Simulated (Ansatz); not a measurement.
Start from `OB(O)S` and change one atom or group to get `O=COB(O)S`.

Ansatz, PBE0-D4/def2-TZVP geometries, multiplicity 1. Each molecule was computed in one conformer, which needn't be the lowest.

```csv
property,`OB(O)S`
size of the dipole moment (PBE/def2-TZVPP) / D,2.31
"ideal-gas entropy at 298 K and 1 bar (rigid rotor, harmonic PBE0-D4/def2-TZVP) / J/(mol·K)",298
HOMO energy (PBE/def2-TZVPP) / eV,-6.33
LUMO energy (B3LYP/def2-TZVPP) / eV,-0.26
LUMO energy (ωB97M-V/def2-TZVPP) / eV,1.66
HOMO–LUMO gap (PBE/def2-TZVPP) / eV,5.53
```

Problem. Give the same properties after the change, and the shifts. (Best estimate.)

Solution. The calculation gave: 
| property | `O=COB(O)S` | shift |
| --- | --- | --- |
| size of the dipole moment (PBE/def2-TZVPP) / D | 0.85 | -1.46 |
| ideal-gas entropy at 298 K and 1 bar (rigid rotor, harmonic PBE0-D4/def2-TZVP) / J/(mol·K) | 337 | 39 |
| HOMO energy (PBE/def2-TZVPP) / eV | -6.63 | -0.30 |
| LUMO energy (B3LYP/def2-TZVPP) / eV | -1.38 | -1.12 |
| LUMO energy (ωB97M-V/def2-TZVPP) / eV | 1.19 | -0.47 |
| HOMO–LUMO gap (PBE/def2-TZVPP) / eV | 4.43 | -1.10 |

With PBE0 the HOMO falls by 0.25 eV and the LUMO falls by 1.19 eV, so the gap narrows by about 0.94 eV. PBE moves the HOMO by -0.30 eV and ωB97M-V by -0.21 eV. The zero-point energy changes by 27.3 kJ/mol with +6 modes. Dipoles are sizes alone; their direction can turn.

B3LYP here is the variant with VWN-RPA as its local correlation; programs differ in this.
